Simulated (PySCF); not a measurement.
**Mayer bond orders and bond lengths**

C₄H₉ClO₃Si.
SMILES with atom numbers: `[CH3:1][O:2][Si@@H:3]([Cl:4])[O:5][CH2:6][C:7]([CH3:8])=[O:9]` (hydrogens: H10, H11, H12 on C1; H13 on Si3; H14, H15 on C6; H16, H17, H18 on C8)

Cartesian coordinates in Å at the GFN2-xTB level; atoms count from 1:
```xyz
18
C4H9ClO3Si angstrom
C     -2.315   -0.314    1.622
O     -2.227    0.169    0.306
Si    -1.675   -0.523   -1.038
Cl    -1.883    0.996   -2.330
O     -0.152   -1.083   -1.117
C      1.065   -0.406   -1.120
C      1.443    0.136    0.251
C      2.643    1.043    0.247
O      0.818   -0.136    1.242
H     -2.916   -1.224    1.654
H     -2.792    0.461    2.222
H     -1.318   -0.523    2.010
H     -2.354   -1.743   -1.422
H      1.046    0.422   -1.841
H      1.837   -1.120   -1.431
H      2.309    2.045   -0.023
H      3.082    1.086    1.240
H      3.381    0.722   -0.482
```

Bond orders from the PBE0/pcSseg-1 density (PySCF). Isolated species at its GFN2-xTB geometry (one conformer only).

Problem. Where do the orders between heavy atoms depart from those drawn in the SMILES?

Solution. The largest departure is 0.134, at C1–O2 (drawn single, 0.866). Drawn single, order below 0.88: C1–O2 (0.866).

Problem. Give the Mayer order of every bond between heavy atoms, beside its length.

Solution. 
```json
{"bond": "C1–O2", "drawn as": "single", "length (Å)": "1.404", "Mayer order": "0.866"}
{"bond": "O2–Si3", "drawn as": "single", "length (Å)": "1.609", "Mayer order": "1.069"}
{"bond": "Si3–Cl4", "drawn as": "single", "length (Å)": "2.005", "Mayer order": "0.973"}
{"bond": "Si3–O5", "drawn as": "single", "length (Å)": "1.624", "Mayer order": "1.006"}
{"bond": "O5–C6", "drawn as": "single", "length (Å)": "1.393", "Mayer order": "0.906"}
{"bond": "C6–C7", "drawn as": "single", "length (Å)": "1.521", "Mayer order": "0.932"}
{"bond": "C7–C8", "drawn as": "single", "length (Å)": "1.505", "Mayer order": "1.007"}
{"bond": "C7–O9", "drawn as": "double", "length (Å)": "1.202", "Mayer order": "2.002"}
```

Bonds between the same two heavy elements. C–O: lowest C1–O2 (0.866, 1.404 Å), highest C7–O9 (2.002, 1.202 Å). O–Si: lowest Si3–O5 (1.006, 1.624 Å), highest O2–Si3 (1.069, 1.609 Å). C–C: lowest C6–C7 (0.932, 1.521 Å), highest C7–C8 (1.007, 1.505 Å).

Problem. And the bonds to hydrogen?

Solution. C–H: 0.92 to 0.97 (8 bonds); H–Si: 0.91 (1 bond).

Problem. Sum the orders of all bonds at each heavy atom with more than one neighbour and set the sums beside the valence in the SMILES.

Solution. C1 3.760 (drawn 4), O2 1.935 (drawn 2), Si3 3.954 (drawn 4), O5 1.912 (drawn 2), C6 3.696 (drawn 4), C7 3.941 (drawn 4), C8 3.846 (drawn 4). Orders between atoms that aren't bonded are not in these sums.

The Mayer order sums products of elements of PS (density times overlap matrix) between the two atoms' basis functions, so it depends on the basis set.

The run behind these numbers computed NMR shieldings as well. Time: 66 s wall; peak memory 0.95 GiB. Hardware: one thread of an Intel Xeon at 2.70 GHz, shared host with 64 logical CPUs at a one-minute load of 61.
